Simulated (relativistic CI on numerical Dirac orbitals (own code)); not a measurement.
**One change at a time: Xe29+**

Base calculation: Dirac-Coulomb-Breit CI, KLI orbitals optimised for each configuration, a model potential for QED, unscaled Slater integrals.

Configurations in the expansion (outside the closed core [Ne]): 3s2 3p6 3d7, 3s2 3p5 3d8, 3s2 3p4 3d9, 3s 3p6 3d8, 3p6 3d9, 3s 3p5 3d9, 3s2 3p6 3d6 4s, 3s2 3p6 3d6 4p, 3s2 3p6 3d6 4d, 3s2 3p4 3d8 4s, 3s2 3p6 3d6 4f, 3s2 3p5 3d7 4s, 3s2 3p4 3d8 4p, 3s2 3p5 3d7 4p, 3s2 3p6 3d5 4s2, 3s 3p6 3d7 4s. Levels of other configurations are missing.

The lowest level and the first level of each name with at least 55 % of one term (blank where a level has no safe partner in the second run):

| Level | Base (cm⁻¹) | Shift (cm⁻¹) |
| --- | --- | --- |
| 3s2 3p6 3d7 4F_9/2 | 0 | 0 |
| 3s2 3p6 3d7 4F_7/2 | 97917 | +61 |
| 3s2 3p6 3d7 4P_5/2 | 153712 | +49 |
| 3s2 3p6 3d7 4P_1/2 | 170217 | +34 |
| 3s2 3p6 3d7 2H_11/2 | 190511 | +23 |
| 3s2 3p6 3d7 2G_7/2 | 204847 | +34 |
| 3s2 3p6 3d7 2F_5/2 | 255027 | -7 |
| 3s2 3p6 3d7 2P_1/2 | 286123 | +92 |
| 3s2 3p6 3d7 2H_9/2 | 291997 | +84 |
| 3s2 3p6 3d7 2F_7/2 | 324334 | +56 |
| 3s2 3p6 3d7 2D_3/2 | 325243 | +19 |
| 3s2 3p5 3d8 4G°_11/2 | 1855331 | -523 |
| 3s2 3p5 3d8 2D°_5/2 | 1920775 | -507 |
| 3s2 3p5 3d8 2F°_7/2 | 1921525 | -512 |

At this charge energies of transitions that change n are usually good to better than 1 %, and those within a shell (Δn = 0) to a few per cent. Terms inside the open d or f shell come out 10 to 20 % too wide with unscaled integrals.

(1) One thing was changed in a second run, which moved the levels as shown. Which?
A. one mean potential for all configurations
B. QED terms removed
C. valence Slater integrals scaled by 0.9
D. Breit term removed
E. configuration mixing switched off

## Answers

(1) A. One mean potential for all configurations. One potential for all configurations removes the relaxation of the orbitals, which moves whole configurations and changes the integrals a little.

LS names give the leading component of a level, which can be under half, so a name can repeat, a term be missing and a line seem to break the LS rules.
